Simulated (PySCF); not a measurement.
p-xylene (C8H10), singlet, at a GFN2-xTB geometry; DF-M062X/def2-SVP (PySCF).

PySCF was given this input:
```python
from pyscf import gto, scf, dft

mol = gto.Mole()
mol.atom = '''
    C     2.90010343    0.10407050    0.07787277
    C     1.40316491    0.03832036    0.03106845
    C     0.69680774    0.62920730   -1.00842597
    C    -0.68465728    0.58487718   -1.04300050
    C    -1.40253119   -0.05177108   -0.03913414
    C    -2.90108119   -0.08331770   -0.06542841
    C    -0.69623188   -0.64142983    1.00109676
    C     0.68523148   -0.59706443    1.03569245
    H     3.31899475    0.12674528   -0.92572707
    H     3.21787642    1.01005545    0.59561790
    H     3.30982381   -0.74990579    0.61248457
    H     1.23551140    1.12768548   -1.80226716
    H    -1.21364435    1.04918714   -1.86364012
    H    -3.27853436   -0.98551728    0.41076665
    H    -3.30198950    0.77524528    0.47493309
    H    -3.27255782   -0.04106511   -1.08678823
    H    -1.23473299   -1.14420713    1.79236000
    H     1.21441655   -1.06557715    1.85381189
'''
mol.basis = 'def2-svp'
mol.verbose = 4
mol.build()

mf = dft.RKS(mol)
mf.xc = 'm062x'
mf = mf.density_fit(auxbasis='def2-universal-jkfit')
mf.kernel()
mf.analyze()
```

The log (banner, timings and long lists left out):

```
PySCF version 2.14.0

[INPUT] verbose = 4
[INPUT] num. atoms = 18
[INPUT] num. electrons = 58
[INPUT] charge = 0
[INPUT] spin (= nelec alpha-beta = 2S) = 0
[INPUT] symmetry False subgroup None
[INPUT] Mole.unit = angstrom
[INPUT] Symbol           X                Y                Z      unit          X                Y                Z       unit  Magmom
[...]
nuclear repulsion = 342.359871221732
number of shells = 78
number of NR pGTOs = 262
number of NR cGTOs = 162
basis = def2-svp
ecp = {}

******** <class 'pyscf.df.df_jk.DFRKS'> ********
method = DFRKS
initial guess = minao
damping factor = 0
level_shift factor = 0
DIIS = <class 'pyscf.scf.diis.CDIIS'>
diis_start_cycle = 1
diis_space = 8
diis_damp = 0
SCF conv_tol = 1e-09
SCF conv_tol_grad = None
SCF max_cycles = 50
direct_scf = False
XC library pyscf.dft.libxc version 7.1.2
    S. Lehtola, C. Steigemann, M. J. T. Oliveira, and M. A. L. Marques,  SoftwareX 7, 1–5 (2018)
XC functionals = m062x
    Y. Zhao and D. G. Truhlar,  Theor. Chem. Acc. 120, 215 (2008)
    Y. Zhao and D. G. Truhlar,  Theor. Chem. Acc. 120, 215 (2008)
radial grids:
    Treutler-Ahlrichs [JCP 102, 346 (1995); DOI:10.1063/1.469408] (M4) radial grids

becke partition: Becke, JCP 88, 2547 (1988); DOI:10.1063/1.454033
pruning grids: <function nwchem_prune>
grids dens level: 3
symmetrized grids: False
atomic radii adjust function: <function treutler_atomic_radii_adjust>
small_rho_cutoff = 0
Set gradient conv threshold to 3.16228e-05
Initial guess from minao.
tot grids = 211024
******** <class 'pyscf.df.df.DF'> ********
auxbasis = def2-universal-jkfit
init E= -312.098498081311
[...]
cycle= 1 E= -310.470322793037  delta_E= 1.63  |g|= 0.299  |ddm|= 4.87
[...]
cycle= 2 E= -310.492221269271  delta_E= -0.0219  |g|= 0.167  |ddm|= 0.712
[...]
cycle= 3 E= -310.499693320285  delta_E= -0.00747  |g|= 0.036  |ddm|= 0.26
[...]
cycle= 4 E= -310.500050868984  delta_E= -0.000358  |g|= 0.00576  |ddm|= 0.07
[...]
cycle= 5 E= -310.500058609661  delta_E= -7.74e-06  |g|= 0.00154  |ddm|= 0.00791
[...]
cycle= 6 E= -310.500059231214  delta_E= -6.22e-07  |g|= 0.000148  |ddm|= 0.00207
[...]
cycle= 7 E= -310.500059235244  delta_E= -4.03e-09  |g|= 9.43e-05  |ddm|= 0.000305
[...]
cycle= 8 E= -310.500059237527  delta_E= -2.28e-09  |g|= 9.71e-06  |ddm|= 0.000112
[...]
cycle= 9 E= -310.500059237556  delta_E= -2.86e-11  |g|= 2.37e-06  |ddm|= 2.34e-05
[...]
Extra cycle  E= -310.500059237556  delta_E= 1.14e-13  |g|= 1.45e-06  |ddm|= 7.14e-06
converged SCF energy = -310.500059237556
**** SCF Summaries ****
Total Energy =                        -310.500059237555888
Nuclear Repulsion Energy =             342.359871221731737
One-electron Energy =                -1094.973300297609740
Two-electron Energy =                  442.113369838322114
Two-electron Coulomb Energy =          489.099841400549280
DFT Exchange-Correlation Energy =      -46.986471562227166
HOMO-LUMO gap [eV] =                     8.575727299647669
**** MO energy ****
[...]
 ** Mulliken pop on meta-lowdin orthogonal AOs  **
 ** Mulliken pop  **
 ** Mulliken atomic charges  **
charge of    0C =     -0.29234
charge of    1C =      0.01597
charge of    2C =     -0.11568
charge of    3C =     -0.11563
charge of    4C =      0.01595
charge of    5C =     -0.29234
charge of    6C =     -0.11568
charge of    7C =     -0.11563
charge of    8H =      0.10180
charge of    9H =      0.10796
charge of   10H =      0.10142
charge of   11H =      0.09824
charge of   12H =      0.09826
charge of   13H =      0.10179
charge of   14H =      0.10794
charge of   15H =      0.10145
charge of   16H =      0.09824
charge of   17H =      0.09826
Dipole moment(X, Y, Z, Debye): -0.00443,  0.09893,  0.05912
```
